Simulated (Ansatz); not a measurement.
Reaction (atomization): `[F][SnH2][C](F)(F)F` → C• + 4 F• + 2 H• + Sn•

Computed with Ansatz on PBE0-D4/def2-TZVP structures; ΔE is electronic, products minus reactants. CBS: MP2 limit from def2 TZ/QZ plus the TZ coupled-cluster correction, frozen cores. This one scheme is used for every species, atoms too. Functionals use def2-TZVPP. B3LYP here is the variant with VWN-RPA as its local correlation; programs differ in this. HSE06 is defined as in plane-wave codes. No spin–orbit coupling; open shells (•) take unrestricted orbitals. Spin–orbit coupling would lower the free atoms: a little for C, F; strongly for Sn. Elements past krypton have def2 core potentials. Bonds to Sn are less sure, by a few kJ/mol each and by 10 to 20 or more in all where they break to atoms, as the def2 sets lack core-valence functions.

| level | ΔE (kJ/mol) | difference from CCSD(T)/CBS |
| --- | --- | --- |
| LDA (SPW92) | 3232.0 | 568.4 |
| PBE-D4 | 2754.7 | 91.1 |
| revPBE-D4 | 2640.0 | -23.6 |
| BLYP-D4 | 2662.8 | -0.8 |
| r2SCAN-D4 | 2665.4 | 1.8 |
| B97M-V | 2674.6 | 11.0 |
| PBE0-D4 | 2633.8 | -29.8 |
| B3LYP-D4 | 2619.8 | -43.8 |
| r2SCANh-D4 | 2621.8 | -41.8 |
| r2SCAN0-D4 | 2560.0 | -103.6 |
| HSE06-D4 | 2635.7 | -27.9 |
| BHLYP-D4 | 2469.5 | -194.1 |
| CAM-B3LYP-D4 | 2666.7 | 3.1 |
| ωB97X-V | 2675.2 | 11.6 |
| ωB97M-V | 2654.2 | -9.4 |
| B2PLYP | 2601.9 | -61.7 |
| PBE-QIDH | 2602.9 | -60.7 |
| PBE | 2739.3 | 75.7 |
| revPBE | 2594.7 | -68.9 |
| BLYP | 2629.0 | -34.6 |
| r2SCAN | 2661.7 | -1.9 |
| PBE0 | 2620.8 | -42.8 |
| B3LYP | 2594.7 | -68.9 |
| r2SCANh | 2617.9 | -45.7 |
| r2SCAN0 | 2555.6 | -108.0 |
| HSE06 | 2623.5 | -40.1 |
| CAM-B3LYP | 2653.4 | -10.2 |
| LC-ωPBE | 2669.9 | 6.3 |
| HF/def2-SVP | 1727.4 | -936.2 |
| MP2/def2-SVP | 2564.9 | -98.7 |
| CCSD/def2-SVP | 2426.7 | -236.9 |
| HF/def2-TZVPP | 1732.7 | -930.9 |
| SCS-MP2/def2-TZVPP | 2602.2 | -61.4 |
| CCSD/def2-TZVPP | 2509.3 | -154.3 |
| CCSD(T)/def2-TZVPP | 2572.5 | -91.1 |
| MP2/def2-QZVPP | 2722.8 | 59.2 |
| SCS-MP2/def2-QZVPP | 2661.4 | -2.2 |
| HF/CBS(def2) | 1742.5 | -921.1 |
| MP2/CBS(def2) | 2758.6 | 95.0 |
| CCSD/CBS(def2) | 2600.5 | -63.1 |
| CCSD(T)/CBS | 2663.6 | 0 |

Largest T1 diagnostic among the species: 0.014.

At CCSD(T), def2-SVP lies −200.4 kJ/mol from the extrapolated value and def2-TZVPP −91.1 kJ/mol: correlation converges slowly with the basis, and small sets miss more of it in the bonded molecule than in its fragments. From r2SCAN to r2SCAN0 (25 % exact exchange), in def2-TZVPP and without D4, ΔE moves by −106.1 kJ/mol: exact exchange takes away binding that semilocal exchange gives to molecules. The D4 term adds +25.0 kJ/mol with B3LYP and +13.0 kJ/mol with PBE0; it sums over pairs of atoms, weighted by their polarisabilities, and B3LYP, whose exchange is more repulsive, gets the larger term.

For atomizations the MP2-based limit and the directly extrapolated one differ by several kJ/mol either way, and by 10 to 25 for some Ge, Se and Sn compounds, so smaller differences from it don't rank the levels.
